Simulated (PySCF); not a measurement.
Compound: C5H5O2S (doublet state).
Structure used (GFN2-xTB), in Å, numbered top down from 1:
```xyz
13
C5H5O2S angstrom
C      2.5960   -0.1148   -0.3403
S      1.4243    0.8052   -1.3765
C     -0.0075    0.3636   -0.5043
C     -0.1679   -0.1181    0.7316
C     -1.6059   -0.3443    0.9579
C     -2.2185    0.3280   -0.2854
O     -3.3767    0.5011   -0.5146
O     -1.2242    0.7285   -1.0984
H      3.5756    0.3314   -0.4734
H      2.2575   -0.0283    0.6904
H      2.6120   -1.1574   -0.6433
H     -1.9871    0.1065    1.8746
H     -1.8820   -1.4010    0.9637
```

The hyperfine couplings belong to this conformer and change with its torsions.

As a line formula: `CSC1=[C]CC(=O)O1` [radical].

Computed, not measured: UKS B3LYP, pcH-1 on C H O S, non-relativistic, mean-field spin-orbit, GIAO in PySCF. The structure is a single GFN2-xTB conformer in the gas phase; no vibrational or solvent corrections. A GFN2-xTB geometry isn't a minimum of the functional, and hyperfine couplings can be far from their values at a DFT geometry. No stability test was run, so a lower SCF solution isn't excluded.

Task: The isotropic 13C couplings are +456.0, +67.1, +31.4, +16.0, +12.1 MHz. Assign them to C1; C3; C4; C5; C6.

Result: 
```json
{"site": "C1", "a_iso (MHz)": "+12.1", "ρ(0) (bohr⁻³)": "+0.0108", "position": "3 bonds from C4", "distance from C4 (Å)": "2.96", "spin population": "+0.01", "largest |T| (MHz)": "3.7"}
{"site": "C3", "a_iso (MHz)": "+31.4", "ρ(0) (bohr⁻³)": "+0.0280", "position": "1 bond from C4", "distance from C4 (Å)": "1.34", "spin population": "-0.07", "largest |T| (MHz)": "18.6"}
{"site": "C4", "a_iso (MHz)": "+456.0", "ρ(0) (bohr⁻³)": "+0.4057", "position": "largest spin population", "distance from C4 (Å)": "0.00", "spin population": "+0.93", "largest |T| (MHz)": "125.0"}
{"site": "C5", "a_iso (MHz)": "+16.0", "ρ(0) (bohr⁻³)": "+0.0142", "position": "1 bond from C4", "distance from C4 (Å)": "1.47", "spin population": "-0.01", "largest |T| (MHz)": "12.4"}
{"site": "C6", "a_iso (MHz)": "+67.1", "ρ(0) (bohr⁻³)": "+0.0597", "position": "2 bonds from C4", "distance from C4 (Å)": "2.33", "spin population": "+0.03", "largest |T| (MHz)": "8.9"}
```

Task: Match the computed a_iso(17O) values -3.9, +3.1 MHz with the sites O7; O8.

Result: 
```
site  a_iso (MHz)  ρ(0) (bohr⁻³)         position  distance from C4 (Å)  spin population  largest |T| (MHz)
  O7         -3.9        +0.0065  3 bonds from C4                  3.50            +0.04               17.3
  O8         +3.1        -0.0051  2 bonds from C4                  2.28            +0.04               21.2
```

Task: Match the computed a_iso(1H) values +12.6, +2.4 MHz (means over equivalent nuclei) with the sites H9/H10/H11; H12/H13.

Result: 
```
      site  a_iso (MHz)  ρ(0) (bohr⁻³)         position  distance from C4 (Å)  bound to  spin population there  largest |T| (MHz)
H9/H10/H11         +2.4        +0.0005  4 bonds from C4                  3.22        C1                  +0.01                7.0
   H12/H13        +12.6        +0.0028  2 bonds from C4                  2.16        C5                  -0.01               10.8
```

ρ(0) is the spin density at the nucleus and T the dipolar tensor; a_iso includes a spin–orbit part; entries for several nuclei are means. The largest Mulliken spin populations are on C4 (+0.93) and C3 (-0.07). No atom but C4 exceeds +0.15. The positive populations add up to 1.09 and the negative ones to -0.09, together 2S = 1.

Examples of negative spin density at the nucleus (bohr⁻³): O8 (-0.0051).

Class means assume fast exchange of nuclei equivalent by connectivity; if that motion is slow, each nucleus keeps its own coupling. The three 1H nuclei of mean +2.4 MHz run from -0.1 to 6.2 MHz in the frozen geometry. The 1H value of +12.6 MHz is a mean of couplings from 1.4 to 23.8 MHz in this one geometry, not an average over conformers.

Time: 96 s (with the writing of density and orbital grids); peak memory 1.0 GiB. Hardware: Arm Neoverse V1, one thread, on a shared host.
